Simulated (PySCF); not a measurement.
Compound: Ge(eta1-allyl)Cl3, C3H5Cl3Ge.
Bonds: Ge1–C2, Ge1–Cl10, Ge1–Cl11, Ge1–Cl12, C2–C3, C3–C4. Hydrogens: H5, H6 on C2; H7 on C3; H8, H9 on C4.

A calculation gives these core lines: C 1s: 290.55 (area 1), 291.19 (area 1), 291.42 (area 1) eV; Cl 1s: 2828.51 eV; Cl 2p3/2: 205.91 eV.

Level of theory: delta-SCF UKS SCAN, pcX-2 on the ionised atom, pcseg-1 elsewhere, spin-free X2C in PySCF. Isolated species at its PBE0-D3(BJ)/def2-SVP geometry (one conformer only).

Q: Order the carbon atoms by C 1s binding energy.

A: 290.55 eV: C4 (carbon bonded to C and 2 H); 291.19 eV: C3 (carbon bonded to 2 C and H); 291.42 eV: C2 (carbon bonded to C, Ge and 2 H). Lowest listed C 1s: C4, bonded to C and 2 H. Highest, 0.87 eV above it: C2, bonded to C, 2 H and Ge.

Bonded neighbours of each site: C2: C, 2 H and Ge; C3: 2 C and H; C4: C and 2 H; Cl10/Cl11/Cl12: Ge.

Q: Which effective nuclear charge Zeff reproduces each element's mean 1s value in the hydrogen-like formula E = 13.606 eV × Zeff²?

A: C (Z = 6): mean 291.1 eV, Zeff = 4.63, Z − Zeff = 1.37; Cl (Z = 17): mean 2828.5 eV, Zeff = 14.42, Z − Zeff = 2.58. Means run over the listed sites, weighted by atom count.

Topologically equivalent atoms share the value of their first member; where this conformer doesn't relate them by symmetry, their own values could differ. The 2p values add to the ΔSCF energy of one spin-free hole a correction within the shell (spin–orbit coupling, ligand field). 2p1/2 minus 2p3/2 (ligand field included): Cl 1.65 eV. No level of germanium is listed.
